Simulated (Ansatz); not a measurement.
System: CH4FGa, charge 0, singlet. CH4FGa (SMILES [CH3][GaH][F]).
B3LYP-D3(BJ)/def2-TZVP minimum from Ansatz (a quantum-chemistry and plane-wave program):
```xyz
7

Ga    -0.1730    -0.2943     0.0724
H     -0.8658    -1.6402     0.4523
F      1.4439    -0.1410     0.7959
C     -0.7150     1.2399    -1.0248
H     -1.6290     1.6846    -0.6272
H     -0.9209     0.9192    -2.0475
H      0.0735     1.9904    -1.0360
```
Charge 0, spin multiplicity 1.

Total energies in hartree (Ansatz). Open shells are spin-unrestricted; no spin-orbit coupling. Correlated methods leave the cores frozen (noble-gas shells, and filled d and f shells in the p block). No relativity. For partners of very few electrons the exact lower level stands in for a higher one.

| species | HF/cc-pVTZ | CCSD(T)/cc-pVTZ | HF/cc-pVQZ | CCSD(T)/cc-pVQZ | CCSD(T)/cc-pVDZ | CCSDT(Q)/cc-pVDZ |
|---|---|---|---|---|---|---|
| 1: CH4FGa (SMILES [CH3][GaH][F]) | -2063.01682 | -2063.57267 | -2063.03284 | -2063.62722 | -2063.33590 | -2063.33754 |
| 2: Ga (doublet) | -1923.26189 | -1923.30928 | -1923.26422 | -1923.31345 | -1923.23626 | -1923.23650 |
| 3: H (doublet) | -0.49981 | -0.49981 | -0.49995 | -0.49995 | -0.49928 | -0.49928 |
| 4: F (doublet) | -99.40552 | -99.62036 | -99.41377 | -99.65026 | -99.52757 | -99.52776 |
| 5: C (triplet) | -37.69157 | -37.78076 | -37.69331 | -37.78654 | -37.76038 | -37.76071 |

Task: Work out the atomisation energy (electronic, to ground-state atoms) in kcal/mol: take Hartree-Fock from cc-pVQZ, extrapolate the CCSD(T) correlation energy as X^-3 (X = 3, 4), and add CCSDT(Q) - CCSD(T) in cc-pVDZ. 1 hartree = 627.51 kcal/mol.

Result: 
Species 1: correlation (64·(-0.59438) - 27·(-0.55585))/37 = -0.62250; step -0.00164; E1 = -2063.03284 + (-0.62250) + (-0.00164) = -2063.65698
Species 2: correlation (64·(-0.04923) - 27·(-0.04739))/37 = -0.05057; step -0.00024; E2 = -1923.26422 + (-0.05057) + (-0.00024) = -1923.31503
Species 3: correlation (64·(0.00000) - 27·(0.00000))/37 = 0.00000; step +0.00000; E3 = -0.49995 + (0.00000) + (+0.00000) = -0.49995
Species 4: correlation (64·(-0.23649) - 27·(-0.21484))/37 = -0.25229; step -0.00019; E4 = -99.41377 + (-0.25229) + (-0.00019) = -99.66625
Species 5: correlation (64·(-0.09323) - 27·(-0.08919))/37 = -0.09618; step -0.00033; E5 = -37.69331 + (-0.09618) + (-0.00033) = -37.78982
-1·E1 +1·E2 +4·E3 +1·E4 +1·E5 = 0.88608 hartree = 556.0 kcal/mol.
